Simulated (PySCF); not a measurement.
GeO2, SMILES [O]=[Ge]=[O].

Geometry optimised at TPSSh-D3(BJ)/def2-TZVP.

Two levels are set side by side: TDA-PBE/def2-SVPD (PySCF) and TDA-CAM-B3LYP/def2-SVPD (PySCF). Vertical, same geometry. The lowest singlet is HOMO→LUMO 100 % with PBE and HOMO→LUMO 98 % with the other functional; states are paired by order. Differences are taken from unrounded values.

| quantity | TDA-CAM-B3LYP | TDA-PBE | TDA-PBE minus TDA-CAM-B3LYP |
|---|---|---|---|
| lowest singlet excitation (eV) | 4.18 | 3.90 | -0.28 |
| lowest triplet excitation (TDA) (eV) | 3.59 | 3.35 | -0.24 |
| first bright state (f over 0.05) (eV) | 5.76 | 5.25 | -0.52 |
| its oscillator strength | 0.07 | 0.06 | -0.01 |

Functionals without exact exchange tend to place singlet excitations lower, as here. Differences between two approximate levels are no errors against the true value.

Rough cost on one machine, each run with all the roots and properties that it gave: TDA-CAM-B3LYP against TDA-PBE about 2 times.
